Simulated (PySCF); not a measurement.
Two species compared at the same levels of theory.

First species: C5H6F2O2.
SMILES: `FC1(F)OCC12COC2`

Second species: C5H6F2O2.
SMILES: `C([C@@H]1OCCC1=O)(F)F`

Levels: PBE0/def2-SVPD for HOMO energy, LUMO energy, HOMO–LUMO gap and static isotropic polarisability; TDDFT PBE0/def2-SVPD for lowest singlet excitation; TDA PBE0/def2-SVPD for lowest triplet excitation (Tamm–Dancoff). Geometries: GFN2-xTB. All species are isolated and taken at one optimised geometry, non-relativistic unless stated. Electronic properties by PySCF.

**Question.** Which of the two has the higher HOMO energy, and by how much?

**Answer.** The second: -7.60 eV against -7.87 eV, a difference of 0.27 eV.

**Question.** Which has the higher static isotropic polarisability?

**Answer.** The second: 63.9 au against 62.3 au, a difference of 1.6 au.

**Question.** Which has the higher HOMO–LUMO gap?

**Answer.** The first: 8.33 eV against 6.36 eV, a difference of 1.97 eV.

**Question.** Which has the higher LUMO energy?

**Answer.** The first: 0.46 eV against -1.24 eV, a difference of 1.70 eV.

**Question.** Which has the higher S1 energy?

**Answer.** The first: 6.84 eV against 4.21 eV, a difference of 2.63 eV.

**Question.** Which of the two has the higher T1 energy, and by how much?

**Answer.** The first: 6.51 eV against 3.64 eV, a difference of 2.87 eV.

On the first: S1 lies 1.49 eV below the HOMO–LUMO gap; its leading configuration is HOMO→LUMO, weight 0.66. The polarisability is 9.23 Å³ as a volume (1 au = 0.148185 Å³), or 0.89 au for each of the 70 electrons.

On the second: In wavenumbers S1 is 33900 cm⁻¹ (1 eV = 8065.54 cm⁻¹). The polarisability is 9.47 Å³ as a volume (1 au = 0.148185 Å³), or 0.91 au for each of the 70 electrons.
